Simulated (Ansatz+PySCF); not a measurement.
Values are calculated unless marked as measured or tabulated.
Input for Ansatz (development build ahead of 0.2.0):

```yaml
crystal:
  periodic: [false, false, false]
  atoms:
    - { symbol: Fe, position_ang: [0.0, 0.0, 0.0] }
basis:
  gaussian: { orbitals: def2-SVP }
magnetization:
  spin_polarized: true
  initial_magnetization: 4
hamiltonian:
  xc: hf
correlation:
  method: mp2
  frozen_orbitals: { Fe: 5 }
```

The input is written out in the form of the current development build from the run's settings.

Output:

```yaml
Converged: yes
Reference_energy: -1262.26059 hartree
Correlation_energy: -0.23848 hartree
Total_energy: -1262.49908 hartree
Spin_squared_of_the_determinant: 6.015
Stability_test: minimum
```
